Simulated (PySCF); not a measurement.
Computed with PySCF 2.14.0 with TPSSh-D3(BJ)/def2-TZVP // r2SCAN-D4/def2-SVP. Isolated molecules, 0 K electronic values unless said otherwise. One relaxed conformer stands for a flexible species; it need not be the lowest. 

Reference species: [Hf(F)4] (neutral, multiplicity 1).

| Item | Value |
|---|---|
| charge on the central atom (Mulliken) | 1.69 e |
| HOMO | -11.02 eV |

Changed species: [Hf(NH2)4] (4 of 4 F replaced by NH2; the reference has 0 of 4 F replaced by NH2).

**Question.** Predict the effect on the charge on the central atom (Mulliken) and HOMO.

**Answer.** the charge on the central atom (Mulliken) falls by 0.27 e, to 1.42 e; the HOMO goes up by 5.13 eV, to -5.89 eV.
